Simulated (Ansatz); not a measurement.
Cd₉Te₉H₂₄. The state is a triplet with charge 0. Geometry r2SCAN-D4/def2-SVP, that of the neutral singlet; atoms count from 1.

Cartesian coordinates in Å:
```
Cd -2.228 -4.613 -4.100
Te 1.111 -3.328 -3.862
Te -2.043 -2.223 -1.651
Cd -1.001 -3.116 0.896
Cd 2.914 -1.276 -2.313
Te 1.914 -2.048 0.307
Te -1.546 -1.080 2.878
Cd -1.106 -2.028 6.140
Cd 3.386 -0.189 1.993
Te 2.043 -1.172 4.655
Cd -2.159 0.520 -2.565
Te 0.978 0.888 -2.491
Te -2.602 2.235 -0.277
Cd -1.612 1.773 2.402
Cd 2.381 2.963 -1.011
Te 1.419 1.903 1.522
Cd -3.493 5.463 -0.997
Te 0.057 5.056 -1.286
H -1.869 -5.875 -3.049
H -2.619 -3.506 -5.305
H 2.255 -4.536 -3.746
H 1.731 -2.873 -5.342
H -3.637 -2.273 -1.170
H -0.773 -4.754 1.285
H 4.483 -1.371 -2.938
H 2.897 -3.374 0.534
H -3.201 -1.265 2.811
H -0.897 -3.652 5.756
H -1.309 -0.469 6.736
H 5.052 -0.061 2.254
H 3.202 -2.346 4.898
H 2.923 -0.101 5.583
H -2.592 0.955 -4.149
H 1.372 1.409 -4.024
H -4.128 1.646 0.040
H -1.732 2.921 3.649
H 3.841 3.740 -1.367
H 2.092 3.061 2.513
H -3.714 5.154 -2.635
H -3.351 5.974 0.599
H 0.657 5.646 -2.726
H 0.904 6.222 -0.447
```

In the def2 sets Cd, Te take a core potential; there is no spin–orbit coupling. Single mean-field runs in def2-TZVP are fitted with def2-universal-jkfit. At PBE0-D4/def2-TZVP a singlet of charge 0 lies 3.81 eV below the triplet at the same geometry.

Estimate the Mulliken populations of the heavy atoms from the PBE0/def2-TZVP orbitals of Ansatz.


```tsv
atom	charge (e)	spin (α − β)	d electrons
Cd1	0.28	0.00	9.94
Te2	-0.10	0.00	–
Te3	-0.41	0.16	–
Cd4	0.45	0.01	9.98
Cd5	0.42	0.02	9.98
Te6	-0.50	0.05	–
Te7	-0.29	0.77	–
Cd8	0.29	0.03	9.93
Cd9	0.43	0.03	9.98
Te10	-0.10	0.01	–
Cd11	0.47	0.00	9.98
Te12	-0.52	0.04	–
Te13	-0.41	0.16	–
Cd14	0.45	0.01	9.98
Cd15	0.42	0.02	9.98
Te16	-0.50	0.05	–
Cd17	0.28	0.00	9.94
Te18	-0.10	0.00	–
```
Mulliken values depend strongly on the basis.

Where does the spin sit?

Summed by element: Cd 0.11, Te 1.23, H 0.66, of 2 unpaired in all. Largest on single atoms: Te7 0.77, H27 0.21, Te3 0.16.

And the Mayer bond orders between heavy atoms (over 0.3)?

Te3–Cd4 0.47 (2.89 Å); Te3–Cd11 0.47 (2.89 Å); Cd4–Te7 0.45 (2.89 Å); Cd5–Te6 0.46 (2.91 Å); Cd5–Te12 0.46 (2.91 Å); Te6–Cd9 0.46 (2.91 Å); Te7–Cd14 0.45 (2.89 Å); Cd9–Te16 0.46 (2.91 Å); Cd11–Te13 0.47 (2.89 Å); Te12–Cd15 0.46 (2.91 Å); Te13–Cd14 0.47 (2.89 Å); Cd15–Te16 0.46 (2.91 Å).
